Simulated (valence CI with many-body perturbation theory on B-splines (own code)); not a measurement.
**Which ion has this spectrum?**

A relativistic CI+MBPT calculation for an atom or ion with 13 electrons gives these levels (× 10³ cm⁻¹):

```tsv
J	Parity	E	g
1/2	odd	0.00	0.64
1/2	even	1537.6	2.07
3/2	odd	4265.2	1.32
3/2	even	5526.5	1.62
5/2	even	5691.0	1.33
3/2	even	5869.2	0.97
1/2	even	5964.9	1.27
3/2	even	6357.8	0.83
5/2	even	7220.7	1.19
3/2	odd	7356.5	0.91
3/2	odd	7472.1	0.87
5/2	odd	7565.6	1.01
1/2	odd	7805.5	0.40
3/2	odd	7878.2	1.27
```

The energies are calculated, and their last digits are not significant.

Q: Which is it?
A. Pt65+
B. Au66+
C. Bi70+
D. Hg67+

A: D. Hg67+, ground level (3s^2 3p1/2) J=1/2.
